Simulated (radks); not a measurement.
The numbers below are computed, except where a source is named.
Question: All-electron atom: Fe+ in [Ne] 3s2 3p5 3d6 4s2 (not the ground configuration). Code: a radial shooting solver on a logarithmic mesh with Libxc functionals. Model: non-relativistic Kohn-Sham, exchange-only LDA, spin-polarised, spherical densities, point nucleus; open shells are filled with parallel spins first. Some entries of the table are withheld. Estimate them.

orbital  occ.  eigenvalue (eV)  <r^2> (bohr^2)  <r> (bohr)
1s up       1        -6935.246        0.004705     0.05924
1s down     1        -6934.674        0.004705     0.05924
2s up       1        -821.1909         0.08656      0.2709
2s down     1        -818.1508         0.08618      0.2703
2p up       3        -712.0276         0.06908      0.2371
2p down     3        -709.4654         0.06871      0.2366
3s up       1        -108.6001             (1)      0.8124
3s down     1        -101.6227             (2)      0.8185
3p up       3         -76.4456          0.8430      0.8467
3p down     2         -69.6453          0.8673      0.8574
3d up       5         -23.7467           1.262      0.9950
3d down     1         -17.6969           1.509       1.072
4s up       1         -13.6638           7.329       2.532
4s down     1         -12.4527           8.241       2.685

Answer: 
(1) 3s up <r^2> (bohr^2): 0.7609
(2) 3s down <r^2> (bohr^2): 0.7737
